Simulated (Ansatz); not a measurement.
`C=C(Cl)[TeH]` and `C=C(Cl)CF` differ in one atom or group.

Ansatz, PBE0-D4/def2-TZVP geometries, multiplicity 1. Each molecule was computed in one conformer, which needn't be the lowest.

Elements past krypton have def2 core potentials.

```tsv
property	`C=C(Cl)[TeH]`
HOMO–LUMO gap (B3LYP/def2-TZVPP) / eV	4.83
LUMO energy (PBE/def2-TZVPP) / eV	-2.02
HOMO–LUMO gap (ωB97M-V/def2-TZVPP) / eV	9.26
HOMO energy (PBE0/def2-TZVPP) / eV	-6.44
ideal-gas entropy at 298 K and 1 bar (rigid rotor, harmonic PBE0-D4/def2-TZVP) / J/(mol·K)	328
size of the dipole moment (B3LYP/def2-TZVPP) / D	1.04
```

**Question.** What does the change do to each property? (Best estimate.)

**Answer.** The calculation gave: 
| property | `C=C(Cl)CF` | shift |
| --- | --- | --- |
| HOMO–LUMO gap (B3LYP/def2-TZVPP) / eV | 6.90 | 2.07 |
| LUMO energy (PBE/def2-TZVPP) / eV | -1.24 | 0.78 |
| HOMO–LUMO gap (ωB97M-V/def2-TZVPP) / eV | 11.70 | 2.44 |
| HOMO energy (PBE0/def2-TZVPP) / eV | -7.62 | -1.18 |
| ideal-gas entropy at 298 K and 1 bar (rigid rotor, harmonic PBE0-D4/def2-TZVP) / J/(mol·K) | 313 | -15 |
| size of the dipole moment (B3LYP/def2-TZVPP) / D | 0.26 | -0.78 |

With PBE0 the HOMO falls by 1.18 eV and the LUMO rises by 0.93 eV, so the gap widens by about 2.11 eV. PBE moves the HOMO by -1.02 eV and ωB97M-V by -1.30 eV. The zero-point energy changes by 64.8 kJ/mol with +6 modes. Dipoles are sizes alone; their direction can turn.

B3LYP here is the variant with VWN-RPA as its local correlation; programs differ in this.

Spin–orbit coupling is left out; it splits and shifts lone-pair levels of the heavy atoms by tenths of an eV.
